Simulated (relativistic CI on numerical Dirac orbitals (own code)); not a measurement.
What each ingredient does to the levels of Tl3+

Base calculation: Dirac-Coulomb-Breit CI, KLI orbitals optimised for each configuration, model QED (radiative potential, 1s self-energy scaled to tabulated hydrogen-like ionisation energies), valence Slater integrals scaled by 0.85, P86 correlation energy added to each configuration.

Configuration list (outside the closed core [Xe] 4f14): 5d10, 5d9 6s, 5d9 6p, 5d9 5f, 5d9 6d, 5d9 7s, 5d9 7p, 5d9 7d, 5d9 6f, 5d9 5g, 5d9 7f, 5d9 6g. Double excitations out of closed p, d and f shells are left out; levels of such configurations are missing from the list, as are those of other unlisted configurations, and high levels can miss mixing partners.

The lowest level and the first level of each name with at least 55 % of one term (blank where a level has no safe partner in the second run):

```csv
Level,Base (cm⁻¹),Shift (cm⁻¹)
5d10 1S_0,0.0,0.0
5d9 6s 3D_3,80742.4,-412.4
5d9 6s 3D_2,84780.0,+134.6
5d9 6s 3D_1,98553.7,-326.0
5d9 6s 1D_2,102471.9,+568.3
5d9 6p 3P°_2,153315.0,-1118.8
5d9 6p 3F°_2,171043.0,-752.6
5d9 6p 3F°_4,171350.4,-303.0
5d9 6p 3P°_1,171758.8,-639.7
5d9 6p 1D°_2,175451.9,+412.9
5d9 6p 3D°_3,176834.3,+706.9
5d9 6p 1P°_1,180136.8,+785.5
5d9 6p 3P°_0,185920.7,-799.9
5d9 6p 3D°_1,191832.9,+480.1
5d9 6p 3D°_2,194049.0,+712.0
5d9 6d 3S_1,251691.3,-742.1
5d9 7s 3D_3,254757.7,-159.9
5d9 6d 1P_1,255566.8,-227.7
5d9 6d 3G_5,255621.4,-293.7
5d9 6d 3F_4,258330.1,+186.9
5d9 6d 3P_0,262235.1,+304.3
5d9 6d 3G_3,272077.9,-121.4
```

For a near-neutral ion this model can misplace configurations by up to about 10,000 cm⁻¹ (more where the count of f electrons changes) and terms by 10 to 25 % of their spread. Rates follow the energies as ν³ (E1, M1) or ν⁵ (E2), so they and the lifetimes can be off by large factors. The fine structure of a lone outer electron comes out too small, for d and f at times inverted, and misplaced configurations move strength between like terms. 15 of the 15 excited levels that our extract of the measured tables holds in this range could be paired (the sources list more); they are missed by 4795 cm⁻¹ on average and 6133 at most, and levels without a partner can miss by more.

(1) One thing was changed in a second run, which moved the levels as shown. Which?
A. only the first 3 configurations
B. Slater integrals left unscaled
C. configuration mixing switched off
D. no correlation estimate
E. Breit term removed
F. QED terms removed

## Answers

(1) B. Slater integrals left unscaled. Scaling acts on the splittings between terms and on the mixing, and leaves the fine structure of pure LS terms nearly alone; in jj coupling it moves the levels of one term differently.

LS names give the leading component of a level, which can be under half, so a name can repeat, a term be missing and a line seem to break the LS rules.
